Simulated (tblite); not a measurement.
Species: C7H16Si2.
Numbering: `[CH3:1][CH2:2][SiH2:3][C:4]#[C:5][SiH2:6][CH:7]([CH3:8])[CH3:9]` (hydrogens: H10, H11, H12 on C1; H13, H14 on C2; H15, H16 on Si3; H17, H18 on Si6; H19 on C7; H20, H21, H22 on C8; H23, H24, H25 on C9)

Computed with GFN2-xTB (tblite), gas phase: L-BFGS steps from a force-field or distance-geometry start until the largest atomic force falls under 0.01 eV/Å.

Step 47: E = -721.8484 eV
```
atom  x, y, z in Å  |  force x, y, z in eV/Å
C1      2.4667   -2.0554   -0.2742   -0.010  -0.007  -0.003
C2      2.8524   -1.6430    1.1415   -0.002  -0.020   0.017
Si3     2.8631    0.2470    1.3794   -0.012  -0.009  -0.007
C4      1.1624    0.9069    1.0576    0.001   0.015   0.004
C5      0.0559    1.3654    0.8728   -0.027  -0.006  -0.004
Si6    -1.6327    2.0734    0.5932    0.007   0.017   0.009
C7     -2.5569    1.0059   -0.6981    0.020   0.023  -0.001
C8     -1.8356    1.0099   -2.0433    0.000   0.004  -0.011
C9     -2.7498   -0.4262   -0.2075   -0.010   0.006  -0.001
H10     2.4676   -3.1393   -0.3791    0.008  -0.017  -0.009
H11     1.4708   -1.6922   -0.5199   -0.009   0.010  -0.001
H12     3.1653   -1.6427   -0.9990    0.001  -0.004  -0.013
H13     3.8412   -2.0437    1.3751    0.013  -0.001  -0.019
H14     2.1635   -2.1109    1.8468   -0.034   0.021   0.018
H15     3.7902    0.8467    0.4103    0.002   0.032   0.010
H16     3.2245    0.5859    2.7616    0.020  -0.005   0.000
H17    -2.3751    2.0537    1.8614    0.018   0.005   0.000
H18    -1.4770    3.4448    0.0870   -0.009  -0.014   0.009
H19    -3.5513    1.4438   -0.8505    0.006  -0.020  -0.013
H20    -1.7362    2.0233   -2.4273    0.014   0.001  -0.001
H21    -0.8387    0.5834   -1.9437   -0.004   0.003   0.003
H22    -2.3848    0.4223   -2.7791   -0.001  -0.011   0.002
H23    -3.3078   -0.4441    0.7261    0.007  -0.009   0.027
H24    -3.3011   -1.0138   -0.9408   -0.003  -0.017  -0.023
H25    -1.7875   -0.9070   -0.0411    0.006   0.004   0.005
```

Step 48: E = -721.8487 eV
```
atom  x, y, z in Å  |  force x, y, z in eV/Å
C1      2.4602   -2.0528   -0.2760   -0.007  -0.012  -0.010
C2      2.8471   -1.6412    1.1401   -0.007  -0.038  -0.002
Si3     2.8624    0.2484    1.3781   -0.009  -0.022  -0.008
C4      1.1625    0.9100    1.0598   -0.018   0.023  -0.004
C5      0.0561    1.3683    0.8734   -0.022  -0.004   0.001
Si6    -1.6330    2.0749    0.5939   -0.006   0.020   0.015
C7     -2.5534    1.0041   -0.6974    0.012   0.012   0.005
C8     -1.8296    1.0083   -2.0413   -0.003   0.005  -0.004
C9     -2.7443   -0.4283   -0.2057   -0.007   0.004  -0.001
H10     2.4570   -3.1371   -0.3808    0.008  -0.007  -0.003
H11     1.4656   -1.6864   -0.5228   -0.003   0.009   0.005
H12     3.1602   -1.6439   -1.0021   -0.002  -0.003   0.000
H13     3.8344   -2.0452    1.3740    0.020   0.001  -0.022
H14     2.1572   -2.1086    1.8445   -0.040   0.026   0.022
H15     3.7881    0.8446    0.4064    0.009   0.039   0.006
H16     3.2263    0.5855    2.7593    0.025   0.000   0.011
H17    -2.3774    2.0531    1.8615    0.025   0.006  -0.007
H18    -1.4815    3.4473    0.0877   -0.007  -0.023   0.012
H19    -3.5490    1.4385   -0.8520    0.009  -0.015  -0.013
H20    -1.7348    2.0215   -2.4268    0.017   0.001  -0.004
H21    -0.8306    0.5871   -1.9379   -0.013   0.003  -0.006
H22    -2.3757    0.4168   -2.7764    0.007  -0.012   0.001
H23    -3.3069   -0.4474    0.7254    0.014  -0.005   0.017
H24    -3.2909   -1.0180   -0.9416    0.008  -0.013  -0.012
H25    -1.7808   -0.9057   -0.0341   -0.009   0.005   0.000
```

Step 49: E = -721.8491 eV
```
atom  x, y, z in Å  |  force x, y, z in eV/Å
C1      2.4522   -2.0500   -0.2785   -0.003  -0.017  -0.014
C2      2.8406   -1.6395    1.1383   -0.014  -0.047  -0.025
Si3     2.8614    0.2499    1.3765   -0.003  -0.030  -0.006
C4      1.1624    0.9145    1.0629   -0.034   0.028  -0.013
C5      0.0560    1.3718    0.8741   -0.011  -0.002   0.008
Si6    -1.6334    2.0772    0.5948   -0.024   0.014   0.015
C7     -2.5489    1.0022   -0.6965   -0.004  -0.007   0.010
C8     -1.8224    1.0064   -2.0389   -0.005   0.005   0.007
C9     -2.7378   -0.4308   -0.2037    0.000   0.000  -0.001
H10     2.4444   -3.1347   -0.3828    0.005   0.003   0.001
H11     1.4591   -1.6795   -0.5264    0.004   0.006   0.012
H12     3.1539   -1.6456   -1.0061   -0.006  -0.001   0.018
H13     3.8264   -2.0469    1.3722    0.020   0.001  -0.023
H14     2.1489   -2.1051    1.8421   -0.038   0.028   0.022
H15     3.7855    0.8435    0.4021    0.012   0.042   0.004
H16     3.2293    0.5846    2.7568    0.028   0.003   0.016
H17    -2.3796    2.0524    1.8616    0.029   0.008  -0.008
H18    -1.4872    3.4500    0.0886   -0.004  -0.025   0.012
H19    -3.5460    1.4317   -0.8542    0.010  -0.004  -0.012
H20    -1.7328    2.0193   -2.4264    0.019   0.000  -0.007
H21    -0.8211    0.5915   -1.9310   -0.020   0.001  -0.016
H22    -2.3646    0.4100   -2.7729    0.017  -0.011   0.001
H23    -3.3056   -0.4516    0.7249    0.023   0.000   0.000
H24    -3.2786   -1.0230   -0.9428    0.023  -0.003   0.007
H25    -1.7729   -0.9041   -0.0256   -0.025   0.006  -0.007
```

Question: Estimate the geometry and energy of step 50. (The exact step hangs on the optimiser's Hessian estimate; all steps are aligned on step 49, rigid shifts and turns removed.)

Answer: E = -721.8497 eV, largest force 0.062 eV/Å
```
atom  x, y, z in Å  |  force x, y, z in eV/Å
C1      2.4423   -2.0472   -0.2817    0.001  -0.021  -0.014
C2      2.8324   -1.6381    1.1357   -0.018  -0.041  -0.043
Si3     2.8601    0.2512    1.3744    0.003  -0.029  -0.003
C4      1.1620    0.9206    1.0669   -0.039   0.026  -0.020
C5      0.0553    1.3763    0.8752    0.003   0.002   0.016
Si6    -1.6342    2.0801    0.5962   -0.040  -0.001   0.008
C7     -2.5434    0.9998   -0.6952   -0.023  -0.028   0.010
C8     -1.8137    1.0042   -2.0360   -0.005   0.003   0.018
C9     -2.7299   -0.4338   -0.2013    0.009  -0.004   0.000
H10     2.4295   -3.1321   -0.3851    0.000   0.010   0.003
H11     1.4513   -1.6713   -0.5308    0.011   0.001   0.018
H12     3.1460   -1.6480   -1.0110   -0.010   0.001   0.035
H13     3.8169   -2.0489    1.3696    0.012  -0.001  -0.023
H14     2.1379   -2.1000    1.8397   -0.028   0.025   0.013
H15     3.7823    0.8437    0.3972    0.011   0.040   0.007
H16     3.2338    0.5830    2.7542    0.027   0.004   0.012
H17    -2.3815    2.0516    1.8616    0.025   0.010   0.000
H18    -1.4943    3.4531    0.0899    0.001  -0.018   0.010
H19    -3.5422    1.4232   -0.8570    0.007   0.012  -0.009
H20    -1.7299    2.0166   -2.4262    0.018  -0.003  -0.010
H21    -0.8099    0.5967   -1.9230   -0.023  -0.002  -0.025
H22    -2.3512    0.4015   -2.7686    0.027  -0.006   0.001
H23    -3.3036   -0.4569    0.7244    0.029   0.008  -0.019
H24    -3.2633   -1.0291   -0.9443    0.036   0.009   0.028
H25    -1.7636   -0.9021   -0.0156   -0.035   0.004  -0.014
```

The energy changes by -0.0005 eV. The first-order estimate −F·Δx gives -0.0007 eV and the mean of the old and new forces, exact on a quadratic surface, -0.0005 eV. The step makes an angle of 84° with the force vector and moves no atom by more than 0.017 Å.

The cost below is that of the whole relaxation. Time: 1.9 s wall. Hardware: Arm Neoverse N1, one thread, shared host with 64 logical CPUs at a one-minute load of 58.
